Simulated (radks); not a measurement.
Species: B. Configuration: [He] 2s2 2p1. Method: scalar-relativistic Kohn-Sham, PBEsol, spin-polarised, spherical densities, finite nucleus; open shells are filled with parallel spins first; Fermi nuclear charge, rms radius 2.406 fm; computed with a radial shooting solver on a logarithmic mesh with Libxc functionals.

Unscreened Slater integrals over Kohn-Sham orbitals (cm^-1). They are taken over the spin-up orbitals.

F0(2p,2p): 90303
F2(2p,2p): 40488
F0(2p,2s): 95915
G1(2p,2s): 59061
F0(2p,1s): 131150
G1(2p,1s): 10307
F0(2s,2s): 102610
F0(2s,1s): 145360
G0(2s,1s): 9761.2
F0(1s,1s): 627410

Derived for the open shells (J is the average intra-shell exchange parameter used in DFT+U). 2p: J = F2/5 = 8098 cm^-1.
